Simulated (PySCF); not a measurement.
PySCF was given this input:
```python
from pyscf import gto, scf, dft

mol = gto.Mole()
mol.atom = '''
    F     2.502694   -0.226202    0.717998
    C     1.434533    0.140970    0.131113
    F     1.584935    1.077599   -0.717501
    C     0.167753   -0.391974    0.444972
    F     0.074175   -1.379787    1.260963
    C    -1.152863    0.095378   -0.259624
    F    -2.196100   -0.453346    0.292505
    F    -1.237943    1.404367   -0.240176
    F    -1.027376   -0.318882   -1.524762
'''
mol.basis = 'sto-3g'
mol.charge = 1
mol.spin = 1
mol.verbose = 4
mol.build()

mf = dft.UKS(mol)
mf.xc = 'pbe0'
mf.kernel()
```

Task: Estimate the <S^2> that PySCF with PBE0/STO-3G returns for this input.

Result: 0.751

Task: What is the computed total energy (PBE0/STO-3G)?

Result: -702.3680 Eh

Task: Predict the HOMO energy from PBE0/STO-3G.

Result: -12.39 eV

Task: What Mulliken (on the basis functions themselves) charges in atom order does PBE0/STO-3G give?

Result: F1 0.08, C2 0.35, F3 0.08, C4 0.15, F5 0.09, C6 0.39, F7 -0.04, F8 -0.05, F9 -0.05

Task: What number of basis functions does PBE0/STO-3G give?

Result: 45

These values belong to the state on which the SCF converged, which isn't shown to be the lowest.
